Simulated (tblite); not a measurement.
Compound: C4H12AlClO.
Structure used (GFN2-xTB), in Å, numbered top down from 1:
```
atom  x, y, z in Å
C1    -1.3328    1.5122   -0.0431
C2    -1.5727    0.0490   -0.3663
O3    -0.3617   -0.6906   -0.2028
C4    -0.5325   -1.9736    0.3676
Al5    1.3509   -0.1367   -0.8637
C6     2.1555    1.0804    0.5693
Cl7    2.2621   -0.4157    1.5712
H8    -1.0059    1.6164    0.9890
H9    -2.2500    2.0780   -0.1857
H10   -0.5567    1.9030   -0.6981
H11   -1.9147   -0.0640   -1.4008
H12   -2.3348   -0.3661    0.3029
H13   -0.9137   -1.8947    1.3898
H14    0.4527   -2.4403    0.3849
H15   -1.2107   -2.5803   -0.2377
H16    1.9906   -1.5402   -1.0913
H17    0.8877    0.6376   -2.1290
H18    1.6861    1.8311    1.2094
H19    3.1907    1.4037    0.4271
```

All values are computed: GFN2-xTB (tblite) harmonic vibrations without scaling, gas phase. The method is semi-empirical: single wavenumbers can be off by several per cent or more. Modes of hydrogen on aluminium can be 10 to 20 % off. One conformer, not necessarily the lowest. The optimisation stopped once no atom felt more than 0.01 eV/Å.

Lowest wavenumbers of the output (negative numbers stand for imaginary wavenumbers):
```
mode    cm-1
  1     -39.7
  2      32.7
  3      85.4
  4     116.6
  5     134.7
  6     171.8
  7     182.8
  8     235.6
  9     259.9
 10     279.2
```

Question: Is this structure a minimum?

Answer: Not by this Hessian. 1 mode is imaginary beyond 20i (40i cm⁻¹), so at this level the point lies at or near a first-order saddle. The curvature is small, so loose convergence or finite differences may be the whole cause.

Question: Which atoms move in the imaginary mode?

Answer: 40i: C2 (sp3 carbon bound to oxygen) 20 %, C1 (methyl carbon) 17 %, C4 (O-methyl carbon) 13 %, H12 (methylene hydrogen) 11 %. These are shares of the mass-weighted motion.

Question: What is the remedy?

Answer: Step along that mode in both directions, optimise again with tighter thresholds and repeat the frequencies. The zero-point energy of this point (92.2 kcal/mol) counts the 50 real modes alone, and thermal corrections from it aren't those of a minimum.
